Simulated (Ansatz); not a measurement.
Ideal-gas functions of CH₃BrOSi, SMILES `Br[SiH]1CO1` at 600 K and 1 bar, from an Ansatz frequency run at PBE0-D4/def2-TZVP.

Molar mass 139.02 g/mol, point group C1 (symmetry number 1), electronic degeneracy 1, moments of inertia 38.095, 291.791, 295.252 u Å². Harmonic wavenumbers (cm⁻¹, unscaled): 186, 209, 416, 593, 724, 755, 778, 833, 1040, 1104, 1138, 1462, 2292, 3105, 3190.

Use S(trans) = R[1.5 ln M + 2.5 ln T − 1.1517]; rotational temperatures θ = 24.2544 K / I; S(rot) = R[ln(√π/σ · √(T³/θAθBθC)) + 1.5]; for each mode x = 1.438777 ν̃/T, S = R[x/(eˣ − 1) − ln(1 − e⁻ˣ)] and H = RT x/(eˣ − 1); 1 cm⁻¹ = 0.0119627 kJ/mol; R = 8.31446 J/(mol·K).

Question: By hand: the entropy, in J/(mol·K).

Answer: Translation 184.9. Rotation: θ = 0.6367, 0.0831, 0.0821 K, giving 119.6. Vibration, mode by mode: 15.10, 14.14, 8.67, 6.05, 4.70, 4.43, 4.24, 3.82, 2.58, 2.29, 2.15, 1.16, 0.22, 0.04, 0.03, in all 69.6. Electronic 0.0. Sum 374.1 J/(mol·K).

Question: By hand: H − E and G − E in kJ/mol, counted from the electronic energy.

Answer: Zero-point energy ½ × 17825 × 0.0119627 = 106.6; thermal vibration 23.6; translation, rotation and pV give 4 RT = 20.0. H − E = 150.2 kJ/mol, and G − E = 150.2 − 600 × 374.1/1000 = -74.3 kJ/mol.

Vibration gives 19 % of the entropy. The sum counts one conformer and one mirror image; others add a mixing term.
